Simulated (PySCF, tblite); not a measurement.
Compound: C8H8NPS.
Atom-mapped SMILES: `[CH2:1]=[CH:2][P:3]([CH2:4][C:5]#[N:6])[c:7]1[cH:8][cH:9][s:10][cH:11]1` (hydrogens: H12, H13 on C1; H14 on C2; H15, H16 on C4; H17 on C8; H18 on C9; H19 on C11)

The geometry is computed with GFN2-xTB (gas phase).

(1) List the bond lengths, angles and torsions at this level.

Answers

(1) 
```
          bond  length (pm)     order
         C1=C2        132.4    double
         C2–P3        181.7    single
         P3–C4        188.9    single
         C4–C5        143.2    single
         C5≡N6        114.4    triple
         P3–C7        182.4    single
         C7–C8        142.2  aromatic
         C8–C9        135.3  aromatic
        C9–S10        172.1  aromatic
       S10–C11        171.7  aromatic
        C7–C11        136.3  aromatic
        C1–H12        107.8    single
        C1–H13        107.8    single
        C2–H14        108.5    single
C4–H15, C4–H16        109.4    single
        C8–H17        107.5    single
        C9–H18        107.2    single
       C11–H19        107.3    single
```

Bonds in one row agree within 1 pm and their mean is given. Orders are formal, as drawn. A selection of angles:
```
      angle  degrees
  C2–C1–H12    122.9
  C2–C1–H13    121.5
 H12–C1–H13    115.6
   C1–C2–P3    127.2
  C1–C2–H14    120.1
  P3–C2–H14    112.3
   C2–P3–C4     99.4
   C2–P3–C7     98.6
   C4–P3–C7     96.9
   P3–C4–C5    108.9
  P3–C4–H15    109.7
  C5–C4–H15    109.8
 H15–C4–H16    110.4
   C4–C5–N6    178.7
   P3–C7–C8    121.5
  P3–C7–C11    126.4
  C8–C7–C11    112.1
   C7–C8–C9    112.6
  C7–C8–H17    123.1
  C9–C8–H17    124.3
  C8–C9–S10    112.1
  C8–C9–H18    128.7
 S10–C9–H18    119.2
 C9–S10–C11     91.1
S10–C11–H19    119.4
 C7–C11–S10    112.1
 C7–C11–H19    128.5
```

Torsions: C1–C2–P3–C4 -29° (synperiplanar); C2–P3–C4–C5 -161° (antiperiplanar); C2–P3–C7–C8 -164° (antiperiplanar). The mirror-image conformer, all signs reversed, is as good.

The 5-membered ring C7–C8–C9–S10–C11 has internal angles of 91.1° to 112.6° (sum 540°, against 540° for a flat polygon); it is planar, 0.00 Å rms from its mean plane, widest ring torsion 0°. P3 (phosphine phosphorus) is pyramidal (angles 99.4°, 98.6° and 96.9°, sum 294.9°, 0.90 Å off the plane of its three neighbours). The 3 C–P bonds span 1.817 Å (C2–P3, drawn single) to 1.889 Å (P3–C4, drawn single), a spread of 0.072 Å. Of the pairs four or more bonds apart, C2···H19 is among the closest relative to their van der Waals radii: 2.70 Å, 93 % of the sum of Bondi's values. S10 (thiophene-type sulfur) is bent (angle 91.1°). The 5 C–C bonds span 1.324 Å (C1=C2, drawn double) to 1.432 Å (C4–C5, drawn single), a spread of 0.108 Å.

Point group: C1 (no symmetry element, even within 0.4 Å). Its GFN2-xTB frequencies are all real (lowest 25 cm⁻¹). One conformer, not necessarily the lowest. 3 starts were optimised and ended at 0.00, 0.51 and 1.11 kcal/mol (GFN2-xTB); the lowest of these is shown.
